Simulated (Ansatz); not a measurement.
Reaction (cleavage of the Si–B bond): `B[SiH](O)F` + H–F → `O[SiH](F)F` + BH₃

Gas-phase electronic energies from Ansatz, PBE0-D4/def2-TZVP geometries. CBS: MP2 limit from def2 TZ/QZ plus the TZ coupled-cluster correction, frozen cores. This one scheme is used for every species. One conformer a species, not always the lowest.

```json
{"species": "`B[SiH](O)F`", "CCSD/def2-TZVPP energy (Eh)": "-491.17141"}
{"species": "H–F", "CCSD/def2-TZVPP energy (Eh)": "-100.33828"}
{"species": "`O[SiH](F)F`", "CCSD/def2-TZVPP energy (Eh)": "-565.04756"}
{"species": "BH₃", "CCSD/def2-TZVPP energy (Eh)": "-26.53580"}
```

Work out ΔE.

ΔE = (-565.04756) + (-26.53580) − (-491.17141) − (-100.33828) = -0.07367 Eh = -193.4 kJ/mol. CCSD(T)/CBS gives -188.7 kJ/mol.

Largest T1 diagnostic among the species: 0.012.

At CCSD(T), def2-SVP lies +5.8 kJ/mol from the extrapolated value and def2-TZVPP −1.7 kJ/mol. The D4 term adds +3.6 kJ/mol with B3LYP and +2.0 kJ/mol with PBE0; it sums over pairs of atoms, weighted by their polarisabilities, and B3LYP, whose exchange is more repulsive, gets the larger term.

B3LYP here is the variant with VWN-RPA as its local correlation; programs differ in this.
